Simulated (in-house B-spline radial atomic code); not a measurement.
Configurations of Tl⁷⁺, with energies counted from [Xe] 4f14 5d6. All numbers are computed (Dirac-Hartree-Fock, average of configuration; Fermi nucleus of rms radius 5.4759 fm) with an all-electron radial atomic-structure program (B-spline basis), not measured. Energies include first-order Breit, QED and recoil terms.

Occupations are held fixed; configurations that lie above the ionisation limit could autoionise.

| configuration | E - E(ref) (eV) | highest orbital | its <r> (bohr) |
| --- | --- | --- | --- |
| [Xe] 4f14 5d5 5f1 | 57.092 | 5f7/2 | 1.897 |
| [Xe] 4f14 5d5 8f1 | 98.901 | 8f7/2 | 8.036 |
| [Xe] 4f14 5d5 8g1 | 103.68 | 8g7/2 | 10.46 |
| [Xe] 4f13 5d6 6p1 | 157.34 | 6p3/2 | 2.132 |
| [Kr] 4d10 4f14 5s2 5p5 5d6 6g1 | 166.01 | 6g7/2 | 5.292 |
| [Kr] 4d10 4f14 5s2 5p5 5d6 8f1 | 171.99 | 8f7/2 | 8.011 |
| [Xe] 4f13 5d6 7p1 | 189.74 | 7p3/2 | 3.655 |
| [Xe] 4f13 5d6 9s1 | 211.4 | 9s1/2 | 7.106 |
| [Xe] 4f13 5d6 7g1 | 216.35 | 7g7/2 | 7.673 |

Order these further configurations by energy, lowest first.
A. [Xe] 4f13 5d6 8p1
B. [Xe] 4f13 5d6 9p1
C. [Xe] 4f14 5d5 6s1
D. [Kr] 4d10 4f14 5s2 5p5 5d6 9f1
E. [Xe] 4f13 5d6 6s1

C (25.499 eV), E (141.36 eV), D (176.48 eV), A (204.97 eV), B (213.51 eV).

How far above the reference does [Xe] 4f13 5d6 7s1 lie?

183.01 eV; its least bound orbital is 7s1/2 with <r> = 3.232 bohr.

How far above the reference does [Xe] 4f14 5d5 7p1 lie?

73.125 eV; its least bound orbital is 7p3/2 with <r> = 3.682 bohr.

How far above the reference does [Xe] 4f14 5d5 5g1 lie?

82.217 eV; its least bound orbital is 5g7/2 with <r> = 3.315 bohr.
